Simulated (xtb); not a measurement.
F2Zn, singlet, geometry from GFN2-xTB of the parent state (such geometries of metal compounds can be far from the true shape); GFN2-xTB (xtb).

Here is a job for xtb.
```
$ xtb mol.xyz --gfn 2 --chrg 0 --uhf 0 --json

# file mol.xyz
3

Zn     0.12354814     0.24440345     0.24927362
F     -0.42372069     0.69631363    -1.38959384
F      0.01189356    -1.51099178     0.55868176
```

What the program printed (banner, timings and long lists left out):

```
   ID    Z sym.   atoms
    1   30 Zn     1
    2    9 F      2, 3

           -------------------------------------------------
          |                Calculation Setup                |
           -------------------------------------------------

           -------------------------------------------------
          |                 G F N 2 - x T B                 |
           -------------------------------------------------

          ...................................................
          :                      SETUP                      :
          :.................................................:
          :  # basis functions                  12          :
          :  # atomic orbitals                  12          :
          :  # shells                            6          :
          :  # electrons                        16          :
          :  max. iterations                   250          :
          :  Hamiltonian                  GFN2-xTB          :
          :  restarted?                      false          :
          :  GBSA solvation                  false          :
          :  PC potential                    false          :
          :  electronic temp.          300.0000000     K    :
          :  accuracy                    1.0000000          :
          :  -> integral cutoff          0.2500000E+02      :
          :  -> integral neglect         0.1000000E-07      :
          :  -> SCF convergence          0.1000000E-05 Eh   :
          :  -> wf. convergence          0.1000000E-03 e    :
          :  Broyden damping             0.4000000          :
          :  net charge                          0          :
          :  unpaired electrons                  0          :
          ...................................................

 iter      E             dE          RMSdq      gap      omega  full diag
   1    -10.0352069 -0.100352E+02  0.156E+01    2.47       0.0  T
   2    -10.0353799 -0.173000E-03  0.860E+00    2.91       1.0  T
   3     -9.9358487  0.995312E-01  0.484E+00    1.86       1.0  T
   4    -10.0436753 -0.107827E+00  0.737E-01    2.60       1.0  T
   5    -10.0422494  0.142594E-02  0.837E-01    2.91       1.0  T
   6    -10.0452829 -0.303355E-02  0.182E-01    2.76       1.0  T
   7    -10.0452912 -0.824360E-05  0.844E-02    2.72       1.0  T
   8    -10.0453301 -0.388763E-04  0.202E-02    2.73       2.9  T
   9    -10.0453316 -0.155602E-05  0.360E-03    2.74      16.0  T
  10    -10.0453316 -0.123077E-08  0.576E-04    2.74     100.2  T
  11    -10.0453316 -0.130073E-08  0.238E-04    2.74     243.0  T

   *** convergence criteria satisfied after 11 iterations ***

         :::::::::::::::::::::::::::::::::::::::::::::::::::::
         ::                     SUMMARY                     ::
         :::::::::::::::::::::::::::::::::::::::::::::::::::::
         :: total energy             -10.042511631245 Eh    ::
         :: gradient norm              0.026730538429 Eh/a0 ::
         :: HOMO-LUMO gap              2.737603857216 eV    ::
         ::.................................................::
         :: SCC energy               -10.045331613941 Eh    ::
         :: -> isotropic ES            0.092165404522 Eh    ::
         :: -> anisotropic ES          0.002556814321 Eh    ::
         :: -> anisotropic XC         -0.003912241104 Eh    ::
         :: -> dispersion             -0.000703196229 Eh    ::
         :: repulsion energy           0.002819982695 Eh    ::
         :: add. restraining           0.000000000000 Eh    ::
         :: total charge              -0.000000000000 e     ::
         :::::::::::::::::::::::::::::::::::::::::::::::::::::

           -------------------------------------------------
          |                Property Printout                |
           -------------------------------------------------

    * Orbital Energies and Occupations

         #    Occupation            Energy/Eh            Energy/eV
      -------------------------------------------------------------
         1        2.0000           -0.8418475             -22.9078
         2        2.0000           -0.8352987             -22.7296
         3        2.0000           -0.5849931             -15.9185
         4        2.0000           -0.5322052             -14.4820
         5        2.0000           -0.5285476             -14.3825
         6        2.0000           -0.5262323             -14.3195
         7        2.0000           -0.5229175             -14.2293
         8        2.0000           -0.5210566             -14.1787 (HOMO)
         9                         -0.4204515             -11.4411 (LUMO)
        10                         -0.1549324              -4.2159
        11                          0.0928898               2.5277
        12                          0.2421746               6.5899
      -------------------------------------------------------------
                  HL-Gap            0.1006051 Eh            2.7376 eV
             Fermi-level           -0.4707541 Eh          -12.8099 eV

     #   Z          covCN         q      C6AA      α(0)
     1  30 Zn       1.343     0.413   120.083    21.407
     2   9 F        0.671    -0.206    11.321     3.972
     3   9 F        0.671    -0.206    11.321     3.972

 Mol. C6AA /au·bohr⁶  :        298.836419
 Mol. C8AA /au·bohr⁸  :      15013.459135
 Mol. α(0) /au        :         29.350526

Wiberg/Mayer (AO) data.
largest (>0.10) Wiberg bond orders for each atom

 ---------------------------------------------------------------------------
     #   Z sym  total        # sym  WBO       # sym  WBO       # sym  WBO
 ---------------------------------------------------------------------------
     1  30 Zn   1.948 --     2 F    0.974     3 F    0.974
     2   9 F    1.223 --     1 Zn   0.974     3 F    0.249
     3   9 F    1.223 --     1 Zn   0.974     2 F    0.249
 ---------------------------------------------------------------------------

Topologies differ in total number of bonds
Writing topology from bond orders to xtbtopo.mol

molecular dipole:
                 x           y           z       tot (Debye)
 q only:        0.257       0.509       0.519
   full:        0.457       0.903       0.921       3.479
molecular quadrupole (traceless):
                xx          xy          yy          xz          yz          zz
 q only:        1.648       0.413      -1.117      -0.590       2.139      -0.531
  q+dip:        2.251       0.683      -1.546      -0.744       3.237      -0.705
   full:        3.591       0.732      -2.404      -1.375       4.214      -1.186

           -------------------------------------------------
          | TOTAL ENERGY              -10.042511631245 Eh   |
          | GRADIENT NORM               0.026730538429 Eh/α |
          | HOMO-LUMO GAP               2.737603857216 eV   |
           -------------------------------------------------

normal termination of xtb
```
